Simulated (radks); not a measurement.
Results of a calculation; reference values are marked as such.
Species: Zr II. Configuration: [Kr] 4d2 5s1. Level of theory: scalar-relativistic Kohn-Sham, AM05, spin-unpolarised, spherical densities, finite nucleus; Fermi nuclear charge, rms radius 4.2694 fm (a radial shooting solver on a logarithmic mesh with Libxc functionals). Some entries of the table are withheld. Estimate them.

orbital,occ.,eigenvalue (eV),r(max) (bohr)
1s,2,-17807.21,0.02416
2s,2,-2473.647,0.1371
2p,6,-2207.716,0.1095
3s,2,(1),0.4087
3p,6,-323.8690,0.4026
3d,10,-181.4478,0.3469
4s,2,-61.1010,1.077
4p,6,(2),1.179
4d,2,-9.9728,1.585
5s,1,-9.9091,2.996
5p,0,-6.1999,3.700

Answer. 
(1) 3s eigenvalue (eV): -410.4830
(2) 4p eigenvalue (eV): -39.1052
